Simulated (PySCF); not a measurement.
## From a computed spectrum to the compound

A species of 10 atoms with charge 2 has these harmonic modes (PBE0, small Gaussian bases with core potentials, PySCF 2.14.0):

```tsv
cm⁻¹	km/mol	symmetry
-23	–	e
-23	–	e
-18	–	a2
28	3.0	e
28	3.0	e
115	0.0	a1
302	0.0	a1
312	6.2	e
312	6.2	e
507	25.5	a2
522	9.8	e
522	9.8	e
536	271.9	e
536	271.9	e
540	683.8	a2
1679	165.1	e
1679	165.1	e
1681	0.0	a1
3766	326.8	e
3766	326.8	e
3772	0.0	a1
3824	327.6	a2
3825	247.2	e
3825	247.2	e
```

Task: Which species is it, and in which structure?

Result: [Yb(H2O)3]2+ (singlet in the valence; each metal's 4f electrons, 14 of them, lie in its core potential, out of spins and levels):
```xyz
10

Yb    0.0000    0.0000    0.0000
O     2.4026    0.0000    0.0000
H     3.0033    0.5954    0.4811
H     3.0032   -0.5954   -0.4811
O    -1.2012    2.0807    0.0000
H    -2.0172    2.3032    0.4811
H    -0.9860    2.8986   -0.4811
O    -1.2013   -2.0807    0.0000
H    -0.9860   -2.8986    0.4811
H    -2.0173   -2.3032   -0.4811
```
 Negative wavenumbers this small are taken as noise. An lcecp potential fixes the number of 4f electrons, so in runs with it no electron can move into or out of that shell.
 This is one of several that fit.
